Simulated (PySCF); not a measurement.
Ti(OiPr)(NMe2)3, C₉H₂₅N₃OTi (singlet state).
Bonds: Ti1–O2, Ti1–N13, Ti1–N22, Ti1–N31, O2–C3, C3–C4, C3–C5, N13–C14, N13–C15, N22–C23, N22–C24, N31–C32, N31–C33. Hydrogens: H6 on C3; H7, H8, H9 on C4; H10, H11, H12 on C5; H16, H17, H18 on C14; H19, H20, H21 on C15; H25, H26, H27 on C23; H28, H29, H30 on C24; H34, H35, H36 on C32; H37, H38, H39 on C33.

Computed by this run: PBE0-D3(BJ)/def2-SVP geometry optimisation, gas phase in PySCF 2.14.0; density fitting, grid level 1; the optimiser is geomeTRIC in internal coordinates, started from a GFN2-xTB structure with every atom displaced at random (about 0.03 Å).

Step 10: E = -39338.3587 eV
```
atom  x, y, z in Å  |  force x, y, z in eV/Å
Ti1     0.0234   -0.1604   -0.3185   -0.215  -0.113   0.364
O2      0.2926    0.0664    1.4403   -0.167  -0.013  -0.327
C3      0.6734    0.4619    2.7122    0.031   0.163   0.262
C4     -0.1044   -0.3323    3.7536    0.074  -0.053  -0.057
C5      0.4772    1.9641    2.8791    0.028  -0.028  -0.092
H6      1.7515    0.2429    2.8495    0.014  -0.032  -0.032
H7     -1.1826   -0.1331    3.6593   -0.026   0.016  -0.010
H8      0.2150   -0.0657    4.7731   -0.011  -0.015  -0.011
H9      0.0580   -1.4119    3.6079   -0.009   0.038   0.030
H10     1.0575    2.5158    2.1220   -0.029  -0.033   0.035
H11    -0.5844    2.2273    2.7523   -0.013  -0.005   0.000
H12     0.7992    2.2971    3.8767    0.023   0.013   0.018
N13     1.6104   -0.2599   -1.3256    0.068  -0.134  -0.033
C14     2.4196    0.9287   -1.3316    0.027   0.133  -0.085
C15     2.2381   -1.4193   -1.9015   -0.032   0.343  -0.159
H16     3.2420    0.9158   -0.5888    0.047  -0.052  -0.017
H17     1.7990    1.8196   -1.1308    0.016  -0.029   0.114
H18     2.8775    1.0940   -2.3283    0.007  -0.012   0.015
H19     1.5120   -2.2395   -1.9838    0.042  -0.058   0.048
H20     2.6048   -1.1719   -2.9212    0.037  -0.176   0.056
H21     3.1085   -1.7710   -1.3128    0.011  -0.037  -0.014
N22    -0.9850    1.2619   -1.0811    0.070  -0.011  -0.038
C23    -0.8635    1.7263   -2.4341   -0.027   0.031  -0.079
C24    -1.9956    1.9460   -0.3222    0.019   0.064   0.005
H25    -1.8133    1.6131   -2.9990    0.019  -0.004   0.016
H26    -0.0869    1.1589   -2.9734   -0.040   0.046   0.064
H27    -0.5934    2.8034   -2.4854   -0.007  -0.035   0.002
H28    -2.0932    1.5147    0.6862    0.027  -0.023   0.006
H29    -1.7668    3.0264   -0.1949   -0.016  -0.039  -0.018
H30    -2.9915    1.8828   -0.8057   -0.013  -0.007  -0.004
N31    -0.8648   -1.8092   -0.5864    0.130   0.052  -0.039
C32    -1.0952   -2.8299    0.3974   -0.002  -0.006  -0.050
C33    -1.4686   -2.0628   -1.8651   -0.103  -0.004  -0.060
H34    -2.1754   -2.9895    0.5915   -0.016   0.001   0.004
H35    -0.6223   -2.5566    1.3512    0.011   0.002   0.011
H36    -0.6786   -3.8078    0.0763   -0.019   0.031   0.024
H37    -1.0725   -1.3751   -2.6304   -0.021   0.016   0.010
H38    -1.2574   -3.0932   -2.2133    0.056  -0.011  -0.024
H39    -2.5723   -1.9468   -1.8627    0.007  -0.017   0.066
```

Step 11: E = -39338.3829 eV
```
atom  x, y, z in Å  |  force x, y, z in eV/Å
Ti1     0.0375   -0.1641   -0.2863   -0.164  -0.124   0.132
O2      0.2673    0.0615    1.4823   -0.108   0.014  -0.325
C3      0.6300    0.4427    2.7654    0.039   0.129   0.229
C4     -0.2602   -0.2591    3.7833    0.091  -0.054  -0.036
C5      0.5653    1.9588    2.9041    0.045  -0.009  -0.117
H6      1.6771    0.1284    2.9507    0.003  -0.026  -0.031
H7     -1.3105    0.0351    3.6367   -0.023   0.003  -0.001
H8      0.0385   -0.0038    4.8122   -0.021   0.006  -0.021
H9     -0.1880   -1.3519    3.6670   -0.023   0.039  -0.001
H10     1.2216    2.4427    2.1620   -0.036  -0.040   0.045
H11    -0.4621    2.3149    2.7298   -0.014  -0.002   0.015
H12     0.8809    2.2801    3.9079    0.005   0.006   0.013
N13     1.6183   -0.2564   -1.3185   -0.057  -0.092   0.063
C14     2.4338    0.9278   -1.3193   -0.011   0.118  -0.053
C15     2.2002   -1.3920   -1.9783    0.069   0.287  -0.155
H16     3.3173    0.8619   -0.6532    0.034  -0.043  -0.019
H17     1.8379    1.8032   -1.0046    0.034  -0.034   0.089
H18     2.8057    1.1618   -2.3382    0.004  -0.027   0.010
H19     1.4736   -2.2141   -2.0282    0.046  -0.058   0.042
H20     2.4938   -1.1215   -3.0168   -0.007  -0.128   0.065
H21     3.1180   -1.7551   -1.4726   -0.024  -0.046   0.003
N22    -0.9753    1.2299   -1.0945    0.028   0.120   0.004
C23    -0.8996    1.6889   -2.4511    0.118  -0.009  -0.153
C24    -1.9564    1.9412   -0.3227   -0.049   0.010   0.105
H25    -1.8670    1.5739   -2.9860    0.033  -0.021   0.037
H26    -0.1371    1.1231   -3.0122   -0.048   0.043   0.057
H27    -0.6331    2.7675   -2.5176   -0.016  -0.074   0.030
H28    -2.0206    1.5362    0.6991    0.008   0.001   0.022
H29    -1.7194    3.0234   -0.2350   -0.011  -0.033  -0.010
H30    -2.9691    1.8681   -0.7693   -0.006  -0.001  -0.006
N31    -0.8412   -1.8108   -0.5816    0.160   0.017   0.003
C32    -1.0008   -2.8654    0.3819    0.004  -0.020  -0.087
C33    -1.4610   -2.0604   -1.8527   -0.075   0.011  -0.081
H34    -2.0678   -3.0820    0.5919   -0.011   0.010   0.017
H35    -0.5186   -2.5935    1.3314   -0.002   0.008   0.018
H36    -0.5451   -3.8147    0.0283   -0.024   0.042   0.021
H37    -1.1290   -1.3224   -2.6009   -0.027   0.013   0.013
H38    -1.1941   -3.0621   -2.2462    0.029   0.002   0.008
H39    -2.5688   -2.0108   -1.8165    0.005  -0.035   0.058
```

Step 12: E = -39338.4032 eV
```
atom  x, y, z in Å  |  force x, y, z in eV/Å
Ti1     0.0315   -0.1768   -0.2614   -0.105  -0.096  -0.078
O2      0.2338    0.0396    1.5098   -0.042   0.052  -0.154
C3      0.6081    0.4324    2.7908    0.041   0.040   0.075
C4     -0.3408   -0.1809    3.8105    0.051  -0.019   0.002
C5      0.6455    1.9513    2.8833    0.040   0.007  -0.072
H6      1.6290    0.0496    2.9934   -0.007  -0.008  -0.014
H7     -1.3665    0.1802    3.6364   -0.009  -0.011   0.009
H8     -0.0434    0.0827    4.8376   -0.015   0.018  -0.017
H9     -0.3413   -1.2783    3.7280   -0.018   0.017  -0.027
H10     1.3328    2.3655    2.1283   -0.019  -0.024   0.030
H11    -0.3556    2.3701    2.6951   -0.007   0.002   0.020
H12     0.9839    2.2827    3.8770   -0.012  -0.002  -0.003
N13     1.6107   -0.2430   -1.3102   -0.043  -0.053   0.075
C14     2.4349    0.9351   -1.2861   -0.010   0.073   0.032
C15     2.1806   -1.3497   -2.0230    0.125   0.068  -0.053
H16     3.3530    0.8188   -0.6747    0.011  -0.032  -0.018
H17     1.8667    1.7906   -0.8795    0.036  -0.011   0.043
H18     2.7589    1.2268   -2.3058   -0.018   0.000  -0.013
H19     1.4711   -2.1876   -2.0596    0.019  -0.030   0.026
H20     2.4406   -1.0697   -3.0665   -0.054  -0.015   0.024
H21     3.1228   -1.7123   -1.5611   -0.035  -0.027   0.020
N22    -0.9850    1.2076   -1.0768    0.081   0.064   0.156
C23    -0.8908    1.6417   -2.4394    0.030   0.090  -0.102
C24    -1.9691    1.9189   -0.3052   -0.039  -0.023  -0.027
H25    -1.8464    1.5047   -2.9888    0.018  -0.017   0.015
H26    -0.1095    1.0770   -2.9729   -0.045   0.021   0.043
H27    -0.6355    2.7214   -2.5198   -0.020  -0.053   0.022
H28    -2.0163    1.5279    0.7235    0.016   0.006  -0.003
H29    -1.7462    3.0045   -0.2384   -0.002  -0.008  -0.003
H30    -2.9860    1.8246   -0.7392    0.004   0.004  -0.005
N31    -0.8343   -1.8183   -0.5976    0.124  -0.053   0.006
C32    -0.9621   -2.8948    0.3464   -0.004  -0.014  -0.066
C33    -1.4688   -2.0543   -1.8647   -0.019  -0.002  -0.047
H34    -2.0227   -3.1346    0.5649   -0.001   0.013   0.020
H35    -0.4721   -2.6332    1.2954   -0.013   0.007   0.014
H36    -0.4944   -3.8287   -0.0296   -0.014   0.026   0.005
H37    -1.1860   -1.2765   -2.5914   -0.031   0.008   0.005
H38    -1.1630   -3.0296   -2.2977   -0.011   0.034   0.028
H39    -2.5759   -2.0542   -1.7990    0.001  -0.051   0.033
```

Task: Estimate the geometry and energy of step 13. (The exact step hangs on the optimiser's Hessian estimate; all steps are aligned on step 12, rigid shifts and turns removed.)

Result: E = -39338.4185 eV, largest force 0.317 eV/Å
```
atom  x, y, z in Å  |  force x, y, z in eV/Å
Ti1     0.0174   -0.2034   -0.2534   -0.019  -0.024  -0.315
O2      0.1995    0.0108    1.5148    0.012   0.076   0.067
C3      0.6005    0.4326    2.7831    0.039  -0.053  -0.080
C4     -0.3791   -0.0919    3.8199   -0.014   0.030   0.028
C5      0.7239    1.9478    2.8125    0.004   0.015   0.004
H6      1.5985   -0.0027    2.9929   -0.009   0.010   0.009
H7     -1.3839    0.3183    3.6294    0.007  -0.015   0.012
H8     -0.0724    0.1929    4.8381    0.000   0.013  -0.003
H9     -0.4415   -1.1887    3.7752   -0.005  -0.011  -0.026
H10     1.4215    2.2894    2.0335    0.010   0.001  -0.003
H11    -0.2553    2.4150    2.6219    0.003   0.002   0.009
H12     1.0960    2.3002    3.7872   -0.016  -0.008  -0.011
N13     1.6082   -0.2407   -1.2931   -0.042   0.014   0.080
C14     2.4363    0.9350   -1.2316    0.035  -0.026   0.067
C15     2.1930   -1.3264   -2.0240    0.131  -0.125   0.062
H16     3.3667    0.7802   -0.6460   -0.010  -0.020  -0.016
H17     1.8864    1.7714   -0.7664    0.009   0.004  -0.003
H18     2.7480    1.2674   -2.2423   -0.045   0.038  -0.014
H19     1.5042   -2.1822   -2.0620   -0.019   0.012   0.008
H20     2.4511   -1.0462   -3.0656   -0.070   0.074  -0.025
H21     3.1397   -1.6826   -1.5647   -0.021   0.008   0.017
N22    -0.9941    1.1924   -1.0538    0.043   0.075   0.161
C23    -0.9001    1.6611   -2.4059    0.007   0.043   0.006
C24    -1.9962    1.8675   -0.2712   -0.034  -0.060  -0.043
H25    -1.8444    1.5051   -2.9677   -0.001  -0.009  -0.008
H26    -0.0959    1.1336   -2.9389    0.001  -0.017  -0.007
H27    -0.6783    2.7481   -2.4555   -0.014  -0.003   0.008
H28    -2.0299    1.4600    0.7519    0.003   0.015  -0.012
H29    -1.8007    2.9564   -0.1899    0.007   0.019   0.004
H30    -3.0113    1.7538   -0.7054    0.010   0.004   0.000
N31    -0.8331   -1.8421   -0.6285    0.053  -0.093  -0.016
C32    -0.9624   -2.9286    0.3026   -0.017   0.008   0.013
C33    -1.4752   -2.0691   -1.8946    0.016   0.009   0.014
H34    -2.0240   -3.1668    0.5207    0.007   0.007   0.009
H35    -0.4729   -2.6782    1.2556   -0.010   0.000   0.003
H36    -0.4979   -3.8592   -0.0818    0.003  -0.004  -0.012
H37    -1.2264   -1.2671   -2.6061   -0.027   0.015  -0.004
H38    -1.1434   -3.0255   -2.3492   -0.025   0.026   0.010
H39    -2.5801   -2.1065   -1.8096   -0.004  -0.047   0.007
```

The energy changes by -0.0153 eV. The first-order estimate −F·Δx gives -0.0230 eV and the mean of the old and new forces, exact on a quadratic surface, -0.0157 eV. The step makes an angle of 84° with the force vector and moves no atom by more than 0.150 Å.

What follows is the cost of the whole optimisation. Time: 60 min wall, 2.1 h CPU; peak memory 3.7 GiB. Hardware: 2 threads, Intel Xeon Platinum 8259CL at 2.50 GHz (x86_64) (shared host).
